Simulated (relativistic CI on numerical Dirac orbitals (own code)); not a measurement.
## Hyperfine structure of Tm4+, mass number 169

Method of calculation: Dirac-Coulomb-Breit CI, orbitals from a KLI potential per configuration, a model potential for QED, valence Slater integrals scaled by 0.85, P86 correlation energy added to each configuration (own radial code, finite nucleus).

CI space (outside the closed core [Kr] 4d10): 4f11 5s2 5p6, 4f10 5s2 5p6 5d, 4f13 5s2 5p4, 4f12 5s2 5p5, 4f10 5s2 5p6 6s, 4f10 5s2 5p6 6p, 4f10 5s2 5p6 7s, 4f10 5s2 5p6 7p, 4f13 5p6, 4f12 5s 5p6, 4f13 5s 5p5. Levels of other configurations are missing.

Nuclear spin I = 1/2, μ = -0.231 μN (tables of Stone and Pyykkö). The electronic factors are computed for point nuclear moments, without core polarisation; leaving it out makes A of s and p electrons in near-neutral atoms 20 to 40 % too small, and it can dominate for d and f shells.

```
                Level  E (cm⁻¹)  A (MHz)
4f11 5s2 5p6 4I°_15/2       0.0   -421.8
4f11 5s2 5p6 4I°_13/2    7580.2   -493.7
4f11 5s2 5p6 4I°_11/2   11519.0   -531.6
 4f11 5s2 5p6 4F°_9/2   17939.6   -488.4
4f11 5s2 5p6 2H°_11/2   21694.8   -506.2
 4f11 5s2 5p6 4F°_7/2   24411.9   -423.2
 4f11 5s2 5p6 4F°_5/2   26350.9   -449.5
 4f11 5s2 5p6 4F°_3/2   26546.6   -457.9
```

Levels with J = 0, under 50 % of one LS term, or S terms without an open s electron are left out. Small factors come from cancelling terms and can be off by tens of per cent or more.

At this charge configurations can still be misplaced by up to about 7 % of their energy. Levels and lines within the n = 5 or 6 shells can be off by up to 10 % or somewhat more, and those that change n by about 2 %, since core polarisation is missing. Levels that differ in their count of f electrons can be misplaced by several ten thousand cm⁻¹, since the correlation energy of f electrons is missing or only estimated; rates across such gaps can be off by orders of magnitude.

Give the hyperfine levels of 4f11 5s2 5p6 4I°_15/2 relative to its centre of gravity.

With K = F(F + 1) − I(I + 1) − J(J + 1), E = AK/2: F = 7: 1793, F = 8: -1582 MHz.

LS names give the leading component of a level, which can be under half, so a name can repeat, a term be missing and a line seem to break the LS rules.
